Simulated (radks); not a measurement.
Spherical jellium clusters: N electrons in a uniform positive sphere of charge N and radius rs N^(1/3), rs = 2.85 bohr. Method: non-relativistic Kohn-Sham, LDA (Slater exchange, Perdew-Wang correlation), spin-polarised, spherical densities; computed with a radial shooting solver with Libxc functionals. Levels are named by radial order and angular momentum (1s, 1p, 1d, 2s, ...), and open shells are averaged over m.

N = 7, configuration 1s2 1p(up 3, down 2). This is the lowest configuration that the search found. Occupied and some empty levels:

level    occupation  eigenvalue (eV)  <r> (bohr)
1s up             1          -6.5848       3.730
1s down           1          -6.3094       3.738
1p up             3          -4.0677       4.786
1p down           2          -3.8072       4.841
1d up             0          -1.4140       6.118
2s up             0          -1.2911       6.903
1d down           0          -1.2225       6.274
2s down           0          -1.1808       7.093

Energy (eV): total -9.71681, kinetic 20.556, external -278.71, Hartree 133.23, exchange-correlation -31.539, background 146.74.
